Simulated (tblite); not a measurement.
A tight-binding relaxation on `Cc1ccccc1C#P`.

Computed with GFN2-xTB geometry optimisation, gas phase (tblite 0.8.0). Start geometry: from a force field or distance geometry. A driver script takes a list of jobs; this job's settings line and coordinates (Å) are shown.

Command:
```bash
OMP_NUM_THREADS=1 python probes_run.py task.json out
```

Input:
```
{"job": {"kind": "relax", "xc": "GFN2-xTB", "basis": "xTB"}, "charge": 0, "multiplicity": 1}
C      1.872300    -1.071400     0.031100
C      0.475100    -0.470200     0.004300
C     -0.633000    -1.324800     0.050400
C     -1.933800    -0.779000     0.022400
C     -2.119300     0.594400    -0.010600
C     -1.018000     1.448900    -0.053800
C      0.287500     0.927500    -0.039300
C      1.412200     1.839500    -0.066500
P      2.608000     2.803600    -0.107200
H      1.829600    -2.179400     0.076100
H      2.413300    -0.705200     0.921500
H      2.408200    -0.771300    -0.884000
H     -0.525400    -2.395200     0.095200
H     -2.787100    -1.446300     0.053900
H     -3.122600     1.015900    -0.028300
H     -1.174600     2.521900    -0.076800
```

Problem. Give the output.

Solution. 
```
step      E/eV     max force
  0    -629.81888    3.171
  1    -629.84500    2.723
  2    -629.91467    0.650
  3    -629.93077    0.547
  4    -629.94286    0.547
  5    -629.94641    0.123
  6    -629.94787    0.092
  7    -629.94947    0.134
  8    -629.95041    0.082
  9    -629.95089    0.062
... (14 lines left out)
 24    -629.95265    0.013
 25    -629.95267    0.014
 26    -629.95270    0.014
 27    -629.95273    0.013
 28    -629.95274    0.011
 29    -629.95277    0.017
 30    -629.95280    0.021
 31    -629.95284    0.023
 32    -629.95287    0.016
 33    -629.95289    0.010
```

«max force» is the largest atomic force in eV/Å.

Problem. From which step on does the largest force stay under 0.1 eV/Å, and how much energy is left to gain from there?

Solution. From step 8 (0.082 eV/Å), 2.5 meV above the end.

In short: energy lowered by 3.1 kcal/mol over 33 steps; largest atomic force 0.010 eV/Å at the end.

On one thread of an Intel Xeon Platinum 8375C at 2.90 GHz, no GPU, on a shared host, this took 0.46 s wall.
Labels such as C1 count atoms from 1, the log's own numbers from 0.
